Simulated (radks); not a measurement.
Values are calculated unless marked as measured or tabulated.
Question: The mean radii <r> (bohr) of the occupied orbitals of an atom or ion are listed with their occupations. Level of theory: scalar-relativistic Kohn-Sham, PBE, spin-polarised, spherical densities, finite nucleus; Fermi nuclear charge, rms radius of each element as measured or else 0.836 A^(1/3) + 0.57 fm (a radial shooting solver on a logarithmic mesh with Libxc functionals).

orbital  occ.      <r>
1s          2  0.02363
2s          2   0.1010
2p          6  0.08880
3s          2   0.2663
3p          6   0.2645
3d         10   0.2417
4s          2   0.6073
4p          6   0.6431
4d         10   0.7070
5s          2    1.473
5p          6    1.729
6s          2    4.436
4f          4    1.130

Name the element and its charge.

Answer: Z = 60, neodymium, charge 0: Nd in [Xe] 4f(up 2, down 2) 6s2. The 1s radius gives Z: for a bare nucleus <r> = (2 gamma + 1)/(2Z) with gamma = sqrt(1 - (Z/c)^2), 0.02332 bohr for Z = 60, and screening makes it slightly larger (0.02363 here). The occupations add up to 60, and the charge is Z minus that.
